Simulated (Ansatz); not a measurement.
Several settings on one geometry of MoPt₃ (that of the charge 0 singlet, PBE-D4/def2-SVP). Ansatz on 4 threads of Arm Neoverse V2 on a shared host; times are rough.

```xyz
4

Mo   -0.303    0.264   -0.005
Pt    1.408    1.397   -0.898
Pt   -0.056   -0.229    2.165
Pt   -1.049   -1.432   -1.261
```

Totals from different functionals, basis sets or treatments of relativity can't be compared as stabilities.

In the def2 sets Mo, Pt take a core potential; there is no spin–orbit coupling. LC-ωPBE has ω = 0.4 bohr⁻¹.

At PBE0-D4/def2-TZVP a triplet lies 0.16 eV below the restricted singlet of charge 0, at its own geometry.

Problem. Give the basis size and estimate the energy, ⟨S²⟩, dipole and time of these runs.

```
run                   method  charge    state                                                             further keys
  1  RKS r2SCAN0/def2-mTZVPP       0  singlet                           scf: {lower_state_search: light}; forces asked
  2   RKS LC-ωPBE/def2-mTZVP       0  singlet  point_charges: [{charge: -1.00, position_ang: [5.503, -0.961, -0.805]}]
  3   RKS LC-ωPBE/def2-mTZVP       0  singlet                                                             forces asked
```

Solution. 
```tsv
run	functions	energy (Eh)	⟨S²⟩	dipole (D)	wall time
1	141	-426.1070	–	0.88	11 s
2	141	-426.1121	–	–	6 s
3	141	-426.1109	–	0.90	5.5 s
```
